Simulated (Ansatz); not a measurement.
BClH6OSi2, SMILES `BO[SiH]([SiH3])Cl`. Total charge 0; spin multiplicity 1. The geometry is a stationary point of PBE0-D4/def2-TZVP. It is one conformer, not always the lowest.

```xyz
11

B     0.348    2.202    1.048
O     0.089    1.266    0.108
Si   -0.650   -0.209    0.224
Si    0.473   -1.724   -1.154
Cl   -2.580   -0.010   -0.450
H     0.898    3.208    0.701
H     0.033    2.005    2.192
H    -0.729   -0.601    1.654
H     1.887   -1.852   -0.711
H     0.428   -1.239   -2.557
H    -0.195   -3.047   -1.056
```

(1) What is the dipole moment at ωB97M-V/def2-TZVPP? (Estimate.)

(2) And with PBE, r2SCAN, B3LYP? (Estimate.)

(3) Give the Mulliken charges with ωB97M-V, B3LYP, PBE in def2-TZVPP. (An estimate is asked.)

## Answers

(1) Computed: 1.33 D, with components (0.85, -0.97, 0.29) D in this frame, pointing from negative to positive charge.

(2) Ansatz gave: PBE 1.27 D, r2SCAN 1.29 D, B3LYP 1.32 D.

(3) Computed: 
```tsv
atom	ωB97M-V	B3LYP	PBE
B1	0.01	0.06	0.05
O2	-0.32	-0.31	-0.23
Si3	0.43	0.53	0.46
Si4	0.03	0.14	0.09
Cl5	-0.20	-0.24	-0.20
H6	0.05	0.02	0.00
H7	0.05	0.01	-0.01
H8	-0.02	-0.07	-0.07
H9	-0.01	-0.05	-0.04
H10	0.00	-0.04	-0.03
H11	-0.01	-0.05	-0.03
```

B3LYP here is the variant with VWN-RPA as its local correlation; programs differ in this.
